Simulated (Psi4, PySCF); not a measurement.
Input for PySCF:
```python
from pyscf import gto, scf, dft

mol = gto.Mole()
mol.atom = '''
    C    -0.00000000   -0.00000000   -1.07903369
    S     0.00000000    0.00000000    0.40463763
'''
mol.basis = '6-31g*'
mol.charge = 1
mol.spin = 1
mol.verbose = 4
mol.build()

mf = dft.UKS(mol)
mf.xc = 'blyp'
mf.grids.atom_grid = (99, 590)
mf.grids.prune = None
mf.kernel()
```

Q: Write the same job for Psi4.

A: One answer among several that fit: 
```
memory 2 GB

molecule {
1 2
C    -0.00000000   -0.00000000   -1.07903369
S     0.00000000    0.00000000    0.40463763
}

set {
  basis 6-31g*
  reference uks
  scf_type pk
  puream true
  d_convergence 1e-8
  dft_radial_points 99
  dft_spherical_points 590
}

energy('blyp')
print_variables()
```

Both were run: PySCF gave -435.772848 Eh and Psi4 -435.772848 Eh, 0.000 mEh apart.
